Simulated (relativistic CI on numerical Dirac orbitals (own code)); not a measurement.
**Slater and spin-orbit integrals, Ta XXIX**

Calculated at this level of theory: Dirac-Coulomb-Breit CI, separate exchange-only KLI orbitals for each configuration, a model potential for QED, unscaled Slater integrals (own radial code, finite nucleus).

Slater integrals F^k, G^k are unscaled and averaged over j, outside the closed core [Ar] 3d10; ζ comes from projecting the Hamiltonian with its Breit term on Σ l·s of the shell.

- 4s²4p⁶4d⁹: ζ(4d) = 48725 cm⁻¹; <r>(4d) = 0.4561, <r^2>(4d) = 0.2379 (bohr units).
- 4s²4p⁵4d¹⁰: ζ(4p) = 407120 cm⁻¹; <r>(4p) = 0.4475, <r^2>(4p) = 0.2268 (bohr units).
- 4s²4p⁶4d⁸4f: F^2(4d,4d) = 220710, F^4(4d,4d) = 149890, ζ(4d) = 48696, F^2(4d,4f) = 220220, F^4(4d,4f) = 143650, G^1(4d,4f) = 234310, G^3(4d,4f) = 159200, G^5(4d,4f) = 116280, ζ(4f) = 7964 cm⁻¹; <r>(4d) = 0.4563, <r^2>(4d) = 0.2381, <r>(4f) = 0.4389, <r^2>(4f) = 0.2201 (bohr units).

Problem. Give the Racah parameters of the d shell in 4s²4p⁶4d⁸4f.

Solution. B = F²/49 − 5F⁴/441 = 2805 cm⁻¹ and C = 35F⁴/441 = 11896 cm⁻¹.

Averages of the first 10 configurations, taken without configuration mixing, which lowers the lowest level and can move excited configurations by several eV; other configurations of the list can lie among them:

```csv
Configuration,Parity,States,Average energy above the lowest level (eV)
4s²4p⁶4d⁹,even,10,7.7
4s²4p⁵4d¹⁰,odd,6,216.1
4s²4p⁶4d⁸4f,odd,630,210.0
4s4p⁶4d¹⁰,even,2,371.0
4s²4p⁵4d⁹4f,even,840,416.0
4s4p⁶4d⁹4f,odd,280,571.2
4s²4p⁶4d⁸5s,even,90,362.0
4s²4p⁶4d⁸5p,odd,270,423.4
4s²4p⁶4d⁷4f5s,odd,3360,564.4
4s²4p⁶4d⁸5d,even,450,505.6
```
